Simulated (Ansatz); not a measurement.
Basis sets compared for SiH2MeEt (C₃H₁₀Si). Total charge 0; singlet. Geometry PBE-D4/def2-SVP. Ansatz on 4 threads of AMD EPYC 7B13 on a shared host; times are rough, and most runs start from earlier orbitals.

```xyz
14

Si   -0.8464   -0.0290   -0.3566
H    -1.7695    0.9809    0.2830
H    -0.8299    0.2577   -1.8394
C    -1.4995   -1.7783   -0.0506
H    -1.5380   -2.0027    1.0350
H    -0.8468   -2.5342   -0.5333
H    -2.5225   -1.9002   -0.4602
C     0.9059    0.1921    0.3435
C     1.5122    1.5825    0.1111
H     1.5508   -0.5953   -0.1064
H     0.8660   -0.0401    1.4311
H     2.5330    1.6667    0.5387
H     1.5891    1.8191   -0.9706
H     0.8956    2.3806    0.5747
```

Binding counts from free atoms (Si triplet, H doublet, C triplet) in the same basis, without a counterpoise term.

```json
{"level": "PBE-D4/def2-SVP", "functions": "110", "energy (Eh)": "-409.3336", "HOMO (eV)": "-6.89", "LUMO (eV)": "0.66", "binding per atom (eV)": "3.83", "wall time": "0.75 s"}
{"level": "PBE-D4/def2-TZVP", "functions": "190", "energy (Eh)": "-409.5680", "HOMO (eV)": "-6.93", "LUMO (eV)": "0.10", "binding per atom (eV)": "3.81", "wall time": "1.1 s"}
{"level": "r2SCAN-D4/def2-TZVP (with forces)", "functions": "190", "energy (Eh)": "-409.7875", "HOMO (eV)": "-7.19", "LUMO (eV)": "0.65", "binding per atom (eV)": "3.79", "wall time": "2.7 s"}
{"level": "PBE0-D4/def2-SVP", "functions": "110", "energy (Eh)": "-409.3953", "HOMO (eV)": "-8.20", "LUMO (eV)": "1.50", "binding per atom (eV)": "3.81", "wall time": "0.85 s"}
{"level": "PBE0-D4/def2-TZVP", "functions": "190", "energy (Eh)": "-409.6241", "HOMO (eV)": "-8.20", "LUMO (eV)": "0.89", "binding per atom (eV)": "3.79", "wall time": "1.8 s"}
```

(1) Estimate the rows for PBE-D4/def2-TZVPD, r2SCAN-D4/def2-TZVPD, PBE0-D4/def2-TZVPD.

Results:

(1) 
```
               level  functions  energy (Eh)  HOMO (eV)  LUMO (eV)  binding per atom (eV)  wall time
   PBE-D4/def2-TZVPD        244    -409.5687      -6.94      -0.32                   3.81      1.8 s
r2SCAN-D4/def2-TZVPD        244    -409.7880      -7.19       0.36                   3.79      3.1 s
  PBE0-D4/def2-TZVPD        244    -409.6245      -8.20       0.32                   3.79      2.5 s
```
